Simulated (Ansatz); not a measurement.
Al4O6, relaxed as a singlet with RKS r2SCAN-D4/def2-SVP in Ansatz, starting from the GFN2-xTB geometry. Force threshold 0.02 eV/Å.

The structure holds one bond between oxygen atoms, so isomers without such links may lie far lower. The restricted singlet is unstable towards broken spin symmetry in Hartree–Fock (as tested in another run); at r2SCAN-D4/def2-SVP this wasn't settled. Another isomer (singlet) lies 5.69 eV lower at PBE0-D4/def2-TZVP; other spin states weren't run for this one.

Start:

```tsv
atom	x (Å)	y (Å)	z (Å)
Al1	0.057	1.204	1.441
Al2	0.152	0.701	-1.262
Al3	-1.411	-0.861	0.597
Al4	1.282	-1.002	0.651
O5	0.067	1.923	-0.066
O6	1.342	0.201	1.860
O7	-0.132	-1.916	0.892
O8	1.409	-0.388	-0.912
O9	-1.562	-0.243	-0.954
O10	-1.203	0.381	-2.246
```

```csv
step,energy (eV),largest force component (eV/Å),SCF passes
1,-38651.1404,1.768,22
2,-38651.3997,0.988,22
3,-38651.5510,0.202,23
4,-38651.5642,0.237,23
5,-38651.5934,0.574,29
6,-38651.6194,0.203,23
7 (rejected),-38651.6072,0.509,23
8,-38651.6283,0.072,23
9,-38651.6289,0.056,23
10,-38651.6293,0.014,24
```

Force components are those of the run's own axes.

End:

```
atom   x (Å)   y (Å)   z (Å)
 Al1   0.013   1.218   1.425
 Al2   0.128   0.743  -1.237
 Al3  -1.414  -0.913   0.673
 Al4   1.260  -1.004   0.634
  O5   0.142   2.053  -0.073
  O6   1.327   0.190   1.902
  O7  -0.115  -2.053   0.795
  O8   1.446  -0.354  -0.942
  O9  -1.639  -0.013  -0.861
 O10  -1.147   0.133  -2.316
```

By distances, no bond broke or formed. The bond that changes most is Al3–O9, from 1.68 to 1.79 Å (atoms count from 1).

No frequencies were taken in this run, so the end may be a saddle point.

Hardware: 4 threads of Arm Neoverse V2 on a shared host. Wall time 30 s.
